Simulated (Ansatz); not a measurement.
Reaction (ligand exchange at the Si–N bond): `[SiH3]N([SiH3])[Si]Cl` + NH₃ → `N[Si]Cl` + `[SiH3]N[SiH3]`

Program: Ansatz. Geometries: PBE0-D4/def2-TZVP. ΔE: electronic, gas phase. CBS: MP2 limit from def2 TZ/QZ plus the TZ coupled-cluster correction, frozen cores. This one scheme is used for every species. Functionals use def2-TZVPP. One conformer a species, not always the lowest.

`[SiH3]N([SiH3])[Si]Cl`:

Cartesian coordinates in Å:
```
Si -1.322 0.166 -0.502
N 0.188 0.182 0.406
Si 1.530 -0.720 -0.274
Si 0.465 1.003 1.896
Cl -1.434 1.877 2.198
H -1.055 -0.676 -1.701
H -2.415 -0.452 0.284
H -1.698 1.527 -0.946
H 1.177 -2.156 -0.401
H 2.680 -0.562 0.654
H 1.885 -0.189 -1.614
```

NH₃:

Cartesian coordinates in Å:
```
N 0.229 -0.162 0.027
H -0.130 0.135 0.926
H 0.424 0.676 -0.507
H -0.522 -0.649 -0.447
```

`N[Si]Cl`:

Z-matrix (Å, degrees):
```
N
Si 1 1.701
H 1 1.010 2 126.0
H 1 1.009 2 121.0 3 180.0
Cl 2 2.104 1 98.2 3 0.0
```

`[SiH3]N[SiH3]`:

Z-matrix (Å, degrees):
```
Si
N 1 1.726
H 1 1.490 2 112.6
H 1 1.484 2 107.4 3 119.9
H 1 1.489 2 110.9 3 -120.0
Si 2 1.726 1 128.9 3 -109.8
H 2 1.011 1 115.5 3 66.2
H 6 1.490 2 112.6 1 109.8
H 6 1.484 2 107.4 1 -10.1
H 6 1.488 2 110.9 1 -130.1
```

```tsv
species	r2SCANh-D4 energy (Eh)
`[SiH3]N([SiH3])[Si]Cl`	-1387.04284
NH₃	-56.54572
`N[Si]Cl`	-805.65795
`[SiH3]N[SiH3]`	-637.93120
```

Work out ΔE.

ΔE = (-805.65795) + (-637.93120) − (-1387.04284) − (-56.54572) = -0.00059 Eh = -1.5 kJ/mol. CCSD(T)/CBS gives +3.2 kJ/mol.

Largest T1 diagnostic among the species: 0.013.

In def2-TZVPP, CCSD(T) changes the Hartree–Fock value by +26.3 kJ/mol (the triples alone add +5.3 kJ/mol) and MP2 by +29.2 kJ/mol. Leaving LDA and LC-ωPBE aside and taking each functional with its dispersion term where it has one, the values, not all of them listed here, spread over 15.0 kJ/mol, from B2PLYP to revPBE-D4. LDA lies +6.0 kJ/mol from PBE without D4. The D4 term adds +16.6 kJ/mol with B3LYP and +9.1 kJ/mol with PBE0; it sums over pairs of atoms, weighted by their polarisabilities, and B3LYP, whose exchange is more repulsive, gets the larger term.

B3LYP here is the variant with VWN-RPA as its local correlation; programs differ in this.
